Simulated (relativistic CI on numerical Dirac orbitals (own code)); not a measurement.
## Ligand-field terms of d3

Computed with a parametric ligand-field model of a d^n configuration (Racah B and C, spin-orbit zeta, crystal field), exact diagonalisation.

Field parameters in Wybourne normalisation: Oh B⁴₀ = 21Dq, B⁴₄ = √(5/14) B⁴₀. The field is a parameter set, without covalency.

Q: A d3 ion in Oh symmetry has the ground term 4A2 and bands at 4T2 15550 cm⁻¹ (643 nm), 2E 19753 cm⁻¹ (506 nm), 2T1 20742 cm⁻¹ (482 nm), 4T1 24118 cm⁻¹ (415 nm), 2T2 28341 cm⁻¹ (353 nm), 4T1 37982 cm⁻¹ (263 nm). Which parameters reproduce them?

A: B = 1030, C = 4190, ζ = 0 cm⁻¹, Oh, 10Dq = 15550 cm⁻¹.

Q: Ground term and bands for B = 930, C = 3540, ζ = 0 cm⁻¹, Oh, 10Dq = 5450 cm⁻¹?

A: Ground term 4A2 with 0.00 electrons in the two orbitals of the cubic e set. Spin-allowed: 4T2 5450 cm⁻¹ (1835 nm), 4T1 9382 cm⁻¹ (1066 nm), 4T1 20918 cm⁻¹ (478 nm). Lowest spin-forbidden: 2E 16430 cm⁻¹ (609 nm), 2T1 17169 cm⁻¹ (582 nm), 2A1 19790 cm⁻¹ (505 nm). With an A2 ground term the first spin-allowed band lies at |10Dq| itself.

Q: Ground term and bands for B = 870, C = 4470, ζ = 0 cm⁻¹, Oh, 10Dq = 18500 cm⁻¹?

A: Ground term 4A2 with 0.00 electrons in the two orbitals of the cubic e set. Spin-allowed: 4T2 18500 cm⁻¹ (541 nm), 4T1 26811 cm⁻¹ (373 nm), 4T1 41739 cm⁻¹ (240 nm). Lowest spin-forbidden: 2E 19755 cm⁻¹ (506 nm), 2T1 20517 cm⁻¹ (487 nm), 2T2 28974 cm⁻¹ (345 nm). With an A2 ground term the first spin-allowed band lies at |10Dq| itself.

Q: A d3 ion in Oh symmetry has the ground term 4A2 and bands at 2E 16060 cm⁻¹ (623 nm), 2T1 16617 cm⁻¹ (602 nm), 2T2 25570 cm⁻¹ (391 nm), 4T2 37700 cm⁻¹ (265 nm), 4T1 46362 cm⁻¹ (216 nm), 4T1 78438 cm⁻¹ (127 nm). Which parameters reproduce them?

A: B = 780, C = 3310, ζ = 0 cm⁻¹, Oh, 10Dq = 37700 cm⁻¹.

Q: Ground term and bands for B = 1030, C = 5310, ζ = 0 cm⁻¹, Oh, 10Dq = 21850 cm⁻¹?

A: Ground term 4A2 with 0.00 electrons in the two orbitals of the cubic e set. Spin-allowed: 4T2 21850 cm⁻¹ (458 nm), 4T1 31682 cm⁻¹ (316 nm), 4T1 49318 cm⁻¹ (203 nm). Lowest spin-forbidden: 2E 23441 cm⁻¹ (427 nm), 2T1 24343 cm⁻¹ (411 nm), 2T2 34361 cm⁻¹ (291 nm). With an A2 ground term the first spin-allowed band lies at |10Dq| itself.
